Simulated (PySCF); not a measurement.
Electron correlation in Cr²⁺ (chromium, charge +2)

[Ar] 3d3 4s1, 4s spin antiparallel (an excited configuration). Computed with PySCF 2.14 in ANO-RCC-VTZP, with the spin-free X2C one-electron Hamiltonian (Gaussian nucleus). Frozen: [Ar]; 4 electrons correlated.

MP2 pair energies summed by pair of shells (mhartree):

```tsv
pair	energy	share (%)
3d-3d	-18.12	60.6
3d-4s	-11.76	39.4
```

Total MP2 correlation energy: -29.88 mhartree.

Same-spin part -18.12 and opposite-spin part -11.76 mhartree; SCS-MP2 scales them by 1/3 and 6/5 to -20.15 mhartree.
